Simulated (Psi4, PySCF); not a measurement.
Input for PySCF:
```python
from pyscf import gto, scf, cc

mol = gto.Mole()
mol.atom = '''
    C    -0.01011930    0.88481522   -0.03777061
    C     0.76315111   -0.35067630    0.05689274
    C    -0.75522711   -0.36829202    0.05102229
    H    -0.01634672    1.66492132   -0.76796371
    H     1.31462689   -0.70645278   -0.80771786
    H     1.25200813   -0.59394256    0.99113267
    H    -1.24551713   -0.62291802    0.98147659
    H    -1.29159938   -0.73668936   -0.81779420
'''
mol.basis = 'sto-3g'
mol.spin = 1
mol.verbose = 4
mol.build()

mf = scf.UHF(mol)
mf.kernel()

mycc = cc.CCSD(mf, frozen=3)
mycc.kernel()
et = mycc.ccsd_t()
print('E(CCSD(T)) = %.10f' % (mycc.e_tot + et))
```

**Question.** Convert this to an input for Psi4.

**Answer.** One answer among several that fit: 
```
memory 2 GB

molecule {
0 2
  C    -0.01011930    0.88481522   -0.03777061
  C     0.76315111   -0.35067630    0.05689274
  C    -0.75522711   -0.36829202    0.05102229
  H    -0.01634672    1.66492132   -0.76796371
  H     1.31462689   -0.70645278   -0.80771786
  H     1.25200813   -0.59394256    0.99113267
  H    -1.24551713   -0.62291802    0.98147659
  H    -1.29159938   -0.73668936   -0.81779420
}

set basis sto-3g
set reference uhf
set freeze_core true
set mp2_type conv
set scf_type pk
set puream true
set d_convergence 1e-8

energy('ccsd(t)')
print_variables()
```

Both were run: PySCF gave -115.198428 Eh and Psi4 -115.198428 Eh, 0.000 mEh apart.
